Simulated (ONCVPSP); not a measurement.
## Potentials for zirconium (Zr) compared

Generated with ld1.x 7.5 (TM, RRKJ, ultrasoft, PAW), atompaw 4.2 or ONCVPSP 4.0.1. The cutoff is in Ry: for ld1.x and atompaw files where the sum of valence levels is converged to 10 mRy in a Bessel basis, for ONCV files where the hardest occupied wave has 1 mHa per electron of residual kinetic energy. The error is the largest all-electron minus pseudo excitation energy over each file’s own four to seven test configurations (ionisations up to +4, promotions, holes and added fractions of an electron), all of which were solved. The labels leave out finer settings (local radius, basis sizes, second energies), which also bear on the numbers. Spin-polarised tests are not counted. The rows are a selection from randomly drawn settings: files with unsolved tests, undetermined cutoffs or missed reference levels are left out.

A true bound ghost makes a file unfit for plane-wave use even where its test errors are small: the radial tests pick states by their node count and pass the ghost by.

| potential | cutoff (Ry) | largest error (meV) | bound ghosts |
| --- | --- | --- | --- |
| ONCV, PBE, scalar-relativistic, rc 1.75/1.70/1.90 (spd), local smoothed, core correction yes, reference 4s2 4p6 4d3 5s1, qcut 7.1/7.5/5.8, projectors 2/2/2 | 37 | +1.5 | none |
| ONCV, LDA (Perdew-Wang 92), scalar-relativistic, rc 1.95/1.50/2.75/3.00 (spdf), local smoothed, core correction yes, reference 4s2 4p6 4d2 5s1.5, qcut 5.6/4.6/6.8/3.5, projectors 2/2/2/2 | 60 | -5.4 | none |
| ONCV, PBE, fully relativistic, rc 2.80/2.10/1.75 (spd), local smoothed, core correction no, reference 4p6 4d2 5s2, qcut 2.2/7.8/4.8, projectors 2/2/2 | 37 | +120 | s |
| ONCV, PBE, scalar-relativistic, rc 2.20/1.95/2.10 (spd), local smoothed, core correction yes, reference 4s2 4p6 4d2 5s1.5, qcut 5.7/7.9/4.7, projectors 2/1/2 | 27 | +21 | none |
| ONCV, PBEsol, fully relativistic, rc 2.20/2.35/2.85 (spd), local smoothed, core correction no, reference 4s2 4p6 4d2 5s1.75 5p0.25, qcut 4.2/6.3/6.2, projectors 2/2/2 | 22 | -5.3 | none |

Fill in the row for Zr: ONCV, LDA (Perdew-Zunger), scalar-relativistic, rc 1.95/1.75/2.65 (spd), local smoothed, core correction yes, reference 4s2 4p6 4d2 5s2, qcut 7.2/6.4/4.6, projectors 2/1/2.

cutoff 32 Ry, largest error -177 meV, bound ghosts: none.

Fill in the row for Zr: ONCV, PBEsol, scalar-relativistic, rc 2.90/2.15/2.40 (spd), local smoothed, core correction no, reference 4p6 4d2 5s1 5p1, qcut 2/7.9/6.8, projectors 2/3/3.

cutoff 27 Ry, largest error -40 meV, bound ghosts: s.

Fill in the row for Zr: ONCV, PBEsol, scalar-relativistic, rc 1.65/1.50/2.35 (spd), local smoothed, core correction yes, reference 4s2 4p6 4d2 5s1, qcut 6.3/4.7/7, projectors 2/2/2.

cutoff 62 Ry, largest error +4.6 meV, bound ghosts: none.
